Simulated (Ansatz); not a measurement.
Ansatz (a quantum-chemistry and plane-wave program) input (B3LYP/6-31G*):

Ansatz 0.2 input:
```yaml
crystal:
  periodic: [false, false, false]
  atoms:
    - {symbol: C, position_ang: [1.75901308, -0.51731662, -0.65454033]}
    - {symbol: O, position_ang: [0.47635879, -0.82996447, -0.31724585]}
    - {symbol: B, position_ang: [-0.43144950, 0.09194520, 0.13981757]}
    - {symbol: O, position_ang: [-0.02679531, 1.39524760, 0.31710421]}
    - {symbol: O, position_ang: [-1.68892616, -0.39980608, 0.38488015]}
    - {symbol: H, position_ang: [2.39134264, -1.37589069, -0.84139645]}
    - {symbol: H, position_ang: [2.15567002, 0.44827933, -0.36301991]}
    - {symbol: H, position_ang: [-0.71138905, 1.99121494, 0.64542307]}
    - {symbol: H, position_ang: [-2.31755304, 0.25675359, 0.70923952]}
basis:
  gaussian:
    orbitals: 6-31G*
hamiltonian:
  xc: {name: B3LYP}
magnetization: {spin_polarized: true, initial_magnetization: 1}
phonons: {temperatures: {t_min: 298.15, t_max: 298.15, t_step: 100}}
```

Output:

```
Functional definition: B3LYP
integrals: 0.03 GiB planned
873 factors; integrals over basis functions are off by at most 3.8e-4 eV
mean field: 0.42 GiB planned
mean field evaluation 1: about -7913.2675 eV, gradient 4.9e1 eV
mean field evaluation 2: about -7906.1366 eV, gradient 6.7e1 eV
mean field evaluation 4: about -7921.3530 eV, gradient 1.8e0 eV
mean field evaluation 8: about -7921.3784 eV, gradient 5.3e-2 eV
mean field evaluation 16: about -7921.3785 eV, gradient 3.5e-5 eV
mean field -7921.37845593 eV, -291.1052889522 hartree, gradient 3.5e-5 eV, S^2 0.753142; 0 other end points of the search recorded, 0 dependent functions left out
the calculation of the forces begins
reference -7921.37864656 eV, -291.1052959576 hartree; 20, 19 occupied and 63, 64 virtual orbitals, 873 factors
these checks for a lower state are left out or cut short: stability, starts, cluster_reference, orbital_swaps, neighbouring_geometries, increment
integrals: 0.03 GiB planned
873 factors; integrals over basis functions are off by at most 3.8e-4 eV
mean field: 0.42 GiB planned
mean field -7921.37828224 eV, -291.1052825694 hartree, gradient 2.7e-6 eV, S^2 0.753144; 0 other end points of the search recorded, 0 dependent functions left out
the calculation of the forces begins
reference -7921.37847284 eV, -291.1052895738 hartree; 20, 19 occupied and 63, 64 virtual orbitals, 873 factors
these checks for a lower state are left out or cut short: stability, starts, cluster_reference, orbital_swaps, neighbouring_geometries, increment
integrals: 0.03 GiB planned
873 factors; integrals over basis functions are off by at most 3.8e-4 eV
mean field: 0.42 GiB planned
mean field -7921.37827910 eV, -291.1052824537 hartree, gradient 2.6e-6 eV, S^2 0.753139; 0 other end points of the search recorded, 0 dependent functions left out
the calculation of the forces begins
reference -7921.37846975 eV, -291.1052894603 hartree; 20, 19 occupied and 63, 64 virtual orbitals, 873 factors
these checks for a lower state are left out or cut short: stability, starts, cluster_reference, orbital_swaps, neighbouring_geometries, increment
integrals: 0.03 GiB planned
873 factors; integrals over basis functions are off by at most 3.8e-4 eV
mean field: 0.42 GiB planned
mean field evaluation 32: about -7921.3783 eV, gradient 6.3e-5 eV
mean field -7921.37825915 eV, -291.1052817206 hartree, gradient 1.2e-6 eV, S^2 0.753141; 0 other end points of the search recorded, 0 dependent functions left out
the calculation of the forces begins
reference -7921.37844978 eV, -291.1052887262 hartree; 20, 19 occupied and 63, 64 virtual orbitals, 873 factors
these checks for a lower state are left out or cut short: stability, starts, cluster_reference, orbital_swaps, neighbouring_geometries, increment
integrals: 0.03 GiB planned
873 factors; integrals over basis functions are off by at most 3.9e-4 eV
mean field: 0.42 GiB planned
mean field -7921.37825795 eV, -291.1052816767 hartree, gradient 2.9e-6 eV, S^2 0.753143; 0 other end points of the search recorded, 0 dependent functions left out
the calculation of the forces begins
reference -7921.37844858 eV, -291.1052886821 hartree; 20, 19 occupied and 63, 64 virtual orbitals, 873 factors
these checks for a lower state are left out or cut short: stability, starts, cluster_reference, orbital_swaps, neighbouring_geometries, increment
integrals: 0.03 GiB planned
873 factors; integrals over basis functions are off by at most 3.8e-4 eV
mean field: 0.42 GiB planned
mean field -7921.37842669 eV, -291.1052878778 hartree, gradient 1.4e-6 eV, S^2 0.753152; 0 other end points of the search recorded, 0 dependent functions left out
the calculation of the forces begins
reference -7921.37861731 eV, -291.1052948827 hartree; 20, 19 occupied and 63, 64 virtual orbitals, 873 factors
these checks for a lower state are left out or cut short: stability, starts, cluster_reference, orbital_swaps, neighbouring_geometries, increment
integrals: 0.03 GiB planned
873 factors; integrals over basis functions are off by at most 3.8e-4 eV
mean field: 0.42 GiB planned
mean field -7921.37842871 eV, -291.1052879520 hartree, gradient 1.5e-6 eV, S^2 0.753132; 0 other end points of the search recorded, 0 dependent functions left out
the calculation of the forces begins
reference -7921.37861935 eV, -291.1052949580 hartree; 20, 19 occupied and 63, 64 virtual orbitals, 873 factors
these checks for a lower state are left out or cut short: stability, starts, cluster_reference, orbital_swaps, neighbouring_geometries, increment
integrals: 0.03 GiB planned
873 factors; integrals over basis functions are off by at most 3.8e-4 eV
mean field: 0.42 GiB planned
mean field -7921.37827802 eV, -291.1052824141 hartree, gradient 1.2e-6 eV, S^2 0.753134; 0 other end points of the search recorded, 0 dependent functions left out
[...]
the calculation of the forces begins
reference -7921.37863612 eV, -291.1052955740 hartree; 20, 19 occupied and 63, 64 virtual orbitals, 873 factors
these checks for a lower state are left out or cut short: stability, starts, cluster_reference, orbital_swaps, neighbouring_geometries, increment
integrals: 0.03 GiB planned
873 factors; integrals over basis functions are off by at most 3.8e-4 eV
mean field: 0.42 GiB planned
mean field -7921.37837394 eV, -291.1052859391 hartree, gradient 2.0e-6 eV, S^2 0.753142; 0 other end points of the search recorded, 0 dependent functions left out
the calculation of the forces begins
reference -7921.37856458 eV, -291.1052929450 hartree; 20, 19 occupied and 63, 64 virtual orbitals, 873 factors
these checks for a lower state are left out or cut short: stability, starts, cluster_reference, orbital_swaps, neighbouring_geometries, increment
integrals: 0.03 GiB planned
873 factors; integrals over basis functions are off by at most 3.8e-4 eV
mean field: 0.42 GiB planned
mean field -7921.37837485 eV, -291.1052859727 hartree, gradient 1.2e-6 eV, S^2 0.753142; 0 other end points of the search recorded, 0 dependent functions left out
the calculation of the forces begins
reference -7921.37856547 eV, -291.1052929777 hartree; 20, 19 occupied and 63, 64 virtual orbitals, 873 factors
these checks for a lower state are left out or cut short: stability, starts, cluster_reference, orbital_swaps, neighbouring_geometries, increment
integrals: 0.03 GiB planned
873 factors; integrals over basis functions are off by at most 3.8e-4 eV
mean field: 0.42 GiB planned
mean field -7921.37838533 eV, -291.1052863577 hartree, gradient 2.4e-6 eV, S^2 0.753142; 0 other end points of the search recorded, 0 dependent functions left out
the calculation of the forces begins
reference -7921.37857599 eV, -291.1052933644 hartree; 20, 19 occupied and 63, 64 virtual orbitals, 873 factors
these checks for a lower state are left out or cut short: stability, starts, cluster_reference, orbital_swaps, neighbouring_geometries, increment
integrals: 0.03 GiB planned
873 factors; integrals over basis functions are off by at most 3.8e-4 eV
mean field: 0.42 GiB planned
mean field evaluation 288: about -7921.3668 eV, gradient 1.1e-1 eV
mean field -7921.37838619 eV, -291.1052863894 hartree, gradient 1.2e-6 eV, S^2 0.753142; 0 other end points of the search recorded, 0 dependent functions left out
the calculation of the forces begins
reference -7921.37857679 eV, -291.1052933936 hartree; 20, 19 occupied and 63, 64 virtual orbitals, 873 factors
these checks for a lower state are left out or cut short: stability, starts, cluster_reference, orbital_swaps, neighbouring_geometries, increment
integrals: 0.03 GiB planned
873 factors; integrals over basis functions are off by at most 3.8e-4 eV
mean field: 0.42 GiB planned
mean field -7921.37843540 eV, -291.1052881980 hartree, gradient 1.2e-6 eV, S^2 0.753142; 0 other end points of the search recorded, 0 dependent functions left out
the calculation of the forces begins
reference -7921.37862603 eV, -291.1052952034 hartree; 20, 19 occupied and 63, 64 virtual orbitals, 873 factors
these checks for a lower state are left out or cut short: stability, starts, cluster_reference, orbital_swaps, neighbouring_geometries, increment
integrals: 0.03 GiB planned
873 factors; integrals over basis functions are off by at most 3.8e-4 eV
mean field: 0.42 GiB planned
mean field -7921.37843661 eV, -291.1052882421 hartree, gradient 1.6e-6 eV, S^2 0.753142; 0 other end points of the search recorded, 0 dependent functions left out
the calculation of the forces begins
reference -7921.37862723 eV, -291.1052952475 hartree; 20, 19 occupied and 63, 64 virtual orbitals, 873 factors
these checks for a lower state are left out or cut short: stability, starts, cluster_reference, orbital_swaps, neighbouring_geometries, increment
integrals: 0.03 GiB planned
873 factors; integrals over basis functions are off by at most 3.8e-4 eV
mean field: 0.42 GiB planned
mean field -7921.37837873 eV, -291.1052861150 hartree, gradient 1.4e-6 eV, S^2 0.753142; 0 other end points of the search recorded, 0 dependent functions left out
the calculation of the forces begins
reference -7921.37856931 eV, -291.1052931187 hartree; 20, 19 occupied and 63, 64 virtual orbitals, 873 factors
these checks for a lower state are left out or cut short: stability, starts, cluster_reference, orbital_swaps, neighbouring_geometries, increment
integrals: 0.03 GiB planned
873 factors; integrals over basis functions are off by at most 3.8e-4 eV
mean field: 0.42 GiB planned
mean field -7921.37837952 eV, -291.1052861444 hartree, gradient 2.7e-6 eV, S^2 0.753142; 0 other end points of the search recorded, 0 dependent functions left out
the calculation of the forces begins
reference -7921.37857020 eV, -291.1052931516 hartree; 20, 19 occupied and 63, 64 virtual orbitals, 873 factors
these checks for a lower state are left out or cut short: stability, starts, cluster_reference, orbital_swaps, neighbouring_geometries, increment
integrals: 0.03 GiB planned
873 factors; integrals over basis functions are off by at most 3.8e-4 eV
mean field: 0.42 GiB planned
mean field evaluation 320: about -7921.3784 eV, gradient 2.8e-5 eV
mean field -7921.37838086 eV, -291.1052861933 hartree, gradient 1.4e-6 eV, S^2 0.753142; 0 other end points of the search recorded, 0 dependent functions left out
the calculation of the forces begins
reference -7921.37857146 eV, -291.1052931980 hartree; 20, 19 occupied and 63, 64 virtual orbitals, 873 factors
these checks for a lower state are left out or cut short: stability, starts, cluster_reference, orbital_swaps, neighbouring_geometries, increment
integrals: 0.03 GiB planned
873 factors; integrals over basis functions are off by at most 3.8e-4 eV
mean field: 0.42 GiB planned
mean field -7921.37837976 eV, -291.1052861532 hartree, gradient 2.0e-6 eV, S^2 0.753142; 0 other end points of the search recorded, 0 dependent functions left out
the calculation of the forces begins
reference -7921.37857041 eV, -291.1052931593 hartree; 20, 19 occupied and 63, 64 virtual orbitals, 873 factors
these checks for a lower state are left out or cut short: stability, starts, cluster_reference, orbital_swaps, neighbouring_geometries, increment
integrals: 0.03 GiB planned
873 factors; integrals over basis functions are off by at most 3.8e-4 eV
mean field: 0.42 GiB planned
mean field -7921.37843697 eV, -291.1052882554 hartree, gradient 1.4e-6 eV, S^2 0.753142; 0 other end points of the search recorded, 0 dependent functions left out
the calculation of the forces begins
reference -7921.37862760 eV, -291.1052952612 hartree; 20, 19 occupied and 63, 64 virtual orbitals, 873 factors
these checks for a lower state are left out or cut short: stability, starts, cluster_reference, orbital_swaps, neighbouring_geometries, increment
integrals: 0.03 GiB planned
873 factors; integrals over basis functions are off by at most 3.8e-4 eV
mean field: 0.42 GiB planned
mean field -7921.37843557 eV, -291.1052882042 hartree, gradient 1.8e-6 eV, S^2 0.753142; 0 other end points of the search recorded, 0 dependent functions left out
the calculation of the forces begins
reference -7921.37862619 eV, -291.1052952093 hartree; 20, 19 occupied and 63, 64 virtual orbitals, 873 factors
Total energy: -7921.37864656 eV, -291.1052959576 hartree
Atom 0 at     1.759013    -0.517317    -0.654540 Å, force     0.000427     0.000299    -0.000455 eV/Å
Atom 1 at     0.476359    -0.829964    -0.317246 Å, force    -0.000069    -0.001691    -0.000484 eV/Å
Atom 2 at    -0.431449     0.091945     0.139818 Å, force    -0.000768     0.001450     0.000950 eV/Å
Atom 3 at    -0.026795     1.395248     0.317104 Å, force     0.000498     0.000148    -0.000055 eV/Å
Atom 4 at    -1.688926    -0.399806     0.384880 Å, force     0.000238    -0.000575    -0.000530 eV/Å
Atom 5 at     2.391343    -1.375891    -0.841396 Å, force    -0.000409     0.000253     0.000366 eV/Å
Atom 6 at     2.155670     0.448279    -0.363020 Å, force     0.000291     0.000171     0.000104 eV/Å
Atom 7 at    -0.711389     1.991215     0.645423 Å, force    -0.000103    -0.000209    -0.000207 eV/Å
Atom 8 at    -2.317553     0.256754     0.709240 Å, force    -0.000105     0.000155     0.000311 eV/Å
Dipole moment:    -0.308383     0.540385     0.268944 e Å
Vibrations: 122.12 231.19 247.72 313.56 437.99 458.83 483.86 520.14 654.57 825.46 942.58 1028.19 1192.89 1259.13 1432.61 1471.33 1516.30 3169.17 3304.15 3817.81 3826.95 cm⁻¹, zero-point energy 1.689691 eV
```

The blocks after the first are displaced geometries, from whose forces the wavenumbers follow.
